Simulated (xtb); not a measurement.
H3O4P, singlet, geometry from GFN2-xTB of the parent state; xtb 6.7.1 with GFN1-xTB.

Here is a job for xtb.
```
$ xtb mol.xyz --gfn 1 --chrg 0 --uhf 0 --json

# file mol.xyz
8

O      0.65738853     0.78994277     1.57170001
P      0.05538012    -0.13965985     0.15998664
O      1.30239840    -0.33548730    -0.63760686
O     -1.18992861    -1.28382886    -0.80885675
O     -0.81182172     1.16052664    -0.36088528
H      1.59934532     0.73366670     1.43279398
H     -0.64615389    -2.04297136    -1.00115575
H     -1.44818583     0.75497630    -0.94624700
```

The log (banner, timings and long lists left out):

```
   ID    Z sym.   atoms
    1    8 O      1, 3-5
    2   15 P      2
    3    1 H      6-8

           -------------------------------------------------
          |                Calculation Setup                |
           -------------------------------------------------

           -------------------------------------------------
          |                 G F N 1 - x T B                 |
           -------------------------------------------------

          ...................................................
          :                      SETUP                      :
          :.................................................:
          :  # basis functions                  32          :
          :  # atomic orbitals                  31          :
          :  # shells                           17          :
          :  # electrons                        32          :
          :  # halogen bonds                     0          :
          :  max. iterations                   250          :
          :  Hamiltonian                  GFN1-xTB          :
          :  restarted?                      false          :
          :  GBSA solvation                  false          :
          :  PC potential                    false          :
          :  electronic temp.          300.0000000     K    :
          :  accuracy                    1.0000000          :
          :  -> integral cutoff          0.2500000E+02      :
          :  -> integral neglect         0.1000000E-07      :
          :  -> SCF convergence          0.1000000E-05 Eh   :
          :  -> wf. convergence          0.2000000E-04 e    :
          :  Broyden damping             0.4000000          :
          :  net charge                          0          :
          :  unpaired electrons                  0          :
          ...................................................

 iter      E             dE          RMSdq      gap      omega  full diag
   1    -23.1645510 -0.231646E+02  0.731E+00    2.76       0.0  T
   2    -23.0023448  0.162206E+00  0.537E+00    3.86       1.0  T
   3    -21.5405867  0.146176E+01  0.895E+00    1.27       1.0  T
   4    -23.1988737 -0.165829E+01  0.801E-01    3.12       1.0  T
   5    -23.2099599 -0.110862E-01  0.377E-01    3.10       1.0  T
   6    -23.2116033 -0.164344E-02  0.263E-01    3.07       1.0  T
   7    -23.2127918 -0.118852E-02  0.101E-01    3.04       1.0  T
   8    -23.2129614 -0.169543E-03  0.501E-02    3.02       1.0  T
   9    -23.2130129 -0.515468E-04  0.201E-02    3.01       1.8  T
  10    -23.2130225 -0.955889E-05  0.169E-03    3.01      21.0  T
  11    -23.2130225 -0.504758E-07  0.768E-04    3.01      46.0  T
  12    -23.2130225 -0.146019E-07  0.269E-05    3.01    1316.6  T
  13    -23.2130225  0.606484E-10  0.556E-05    3.01     635.7  T

   *** convergence criteria satisfied after 13 iterations ***

         :::::::::::::::::::::::::::::::::::::::::::::::::::::
         ::                     SUMMARY                     ::
         :::::::::::::::::::::::::::::::::::::::::::::::::::::
         :: total energy             -23.117599713911 Eh    ::
         :: gradient norm              0.156009235623 Eh/a0 ::
         :: HOMO-LUMO gap              3.006400386016 eV    ::
         ::.................................................::
         :: SCC energy               -23.213022536544 Eh    ::
         :: -> electrostatic           0.112220875826 Eh    ::
         :: repulsion energy           0.097634554757 Eh    ::
         :: dispersion energy         -0.002211732124 Eh    ::
         :: halogen bond corr.         0.000000000000 Eh    ::
         :: add. restraining           0.000000000000 Eh    ::
         :: total charge              -0.000000000000 e     ::
         :::::::::::::::::::::::::::::::::::::::::::::::::::::

           -------------------------------------------------
          |                Property Printout                |
[...]
       ...           ...                  ...                  ...
         4        2.0000           -0.7996118             -21.7585
         5        2.0000           -0.7371538             -20.0590
         6        2.0000           -0.6737052             -18.3325
         7        2.0000           -0.6479531             -17.6317
         8        2.0000           -0.6375639             -17.3490
         9        2.0000           -0.6286435             -17.1063
        10        2.0000           -0.6136190             -16.6974
        11        2.0000           -0.5959963             -16.2179
        12        2.0000           -0.5750285             -15.6473
        13        2.0000           -0.5697177             -15.5028
        14        2.0000           -0.5583341             -15.1930
        15        2.0000           -0.5541121             -15.0782
        16        2.0000           -0.5415394             -14.7360 (HOMO)
        17                         -0.4310563             -11.7296 (LUMO)
        18                         -0.1662465              -4.5238
        19                         -0.1394164              -3.7937
        20                         -0.1209867              -3.2922
        21                         -0.1060353              -2.8854
        22                         -0.0263729              -0.7176
        23                          0.0172232               0.4687
        24                          0.1222845               3.3275
        25                          0.2233446               6.0775
        26                          0.3008358               8.1862
        27                          0.3479561               9.4684
       ...                                ...                  ...
        31                          1.4506851              39.4752
      -------------------------------------------------------------
                  HL-Gap            0.1104832 Eh            3.0064 eV
             Fermi-level           -0.4862978 Eh          -13.2328 eV

  Mulliken/CM5 charges         n(s)   n(p)   n(d)
     1O    -0.43036 -0.60458   1.709  4.721  0.000
     2P     0.51760  0.50206   1.459  1.813  1.210
     3O    -0.37607 -0.39363   1.684  4.692  0.000
     4O    -0.50499 -0.68858   1.743  4.762  0.000
     5O    -0.40204 -0.57838   1.672  4.730  0.000
     6H     0.40008  0.58818   0.600  0.000  0.000
     7H     0.38056  0.56200   0.619  0.000  0.000
     8H     0.41522  0.61293   0.585  0.000  0.000

Wiberg/Mayer (AO) data.
largest (>0.10) Wiberg bond orders for each atom

 ---------------------------------------------------------------------------
     #   Z sym  total        # sym  WBO       # sym  WBO       # sym  WBO
 ---------------------------------------------------------------------------
     1   8 O    2.215 --     2 P    1.156     6 H    0.817     3 O    0.119
     2  15 P    5.376 --     3 O    1.907     5 O    1.259     1 O    1.156
                             4 O    1.008
     3   8 O    2.249 --     2 P    1.907     4 O    0.123     1 O    0.119
     4   8 O    2.128 --     2 P    1.008     7 H    0.842     3 O    0.123
     5   8 O    2.286 --     2 P    1.259     8 H    0.794
     6   1 H    0.853 --     1 O    0.817
     7   1 H    0.864 --     4 O    0.842
     8   1 H    0.842 --     5 O    0.794
 ---------------------------------------------------------------------------

Topologies differ in total number of bonds
Writing topology from bond orders to xtbtopo.mol

 dipole moment from electron density (au)
     X       Y       Z
  -0.2107  -1.1838   0.3670  total (Debye):    3.195

           -------------------------------------------------
          | TOTAL ENERGY              -23.117599713911 Eh   |
          | GRADIENT NORM               0.156009235623 Eh/α |
          | HOMO-LUMO GAP               3.006400386016 eV   |
           -------------------------------------------------

normal termination of xtb
```
